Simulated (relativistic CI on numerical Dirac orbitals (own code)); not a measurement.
# Tc7+: L2,3 absorption edge

Computed with this model: Dirac-Coulomb-Breit CI, separate exchange-only KLI orbitals for each configuration, a model potential for QED, multiplet model of core-to-valence dipole absorption, unscaled Slater integrals; configurations [Ar] 3d10 4s2 4p6 → [He] 2s2 2p5 3s2 3p6 3d10 4s2 4p6 4d; 10 K; Lorentzian 0.96 eV and Gaussian 0.5 eV FWHM. Energies are those of the free ion, without screening or charge transfer. The branching ratio is the share of the lower-energy edge in the whole absorption, uncertain by about 0.02 where the edges overlap. S is read from ⟨S²⟩ = S(S + 1).

Field parameters in Wybourne normalisation: D3d B²₀ = −7Dσ, B⁴₀ = −14Dq − 21Dτ, B⁴₃ = −14√(10/7) Dq. The field is a parameter set, without covalency.

free ion: ground-state S = 0.00, centroid 2734.29 eV, branching ratio 0.676. Peaks (eV, height): 2697.0 (100), 2812.3 (48).

D3d, 10Dq = 26200, Dσ = -1200, Dτ = 110 cm⁻¹: ground-state S = 0.00, centroid 2734.29 eV, branching ratio 0.676. Peaks (eV, height): 2694.8 (49), 2698.1 (100), 2810.8 (38), 2814.1 (34).

The statistical ratio of this edge is 2/3 = 0.667. Values above it arise where the holes sit mainly in the j = l + 1/2 valence subshell or the ground state has high spin; values below it where core-valence Coulomb terms move weight to the upper edge, as in nearly empty shells. At deep edges of heavy elements the radial integrals of the two core levels differ, which raises the baseline.

Strongest unbroadened transitions for free ion:

| Energy (eV) | Relative strength |
| --- | --- |
| 2694.44 | 0.2 |
| 2696.96 | 100.0 |
| 2812.29 | 48.0 |
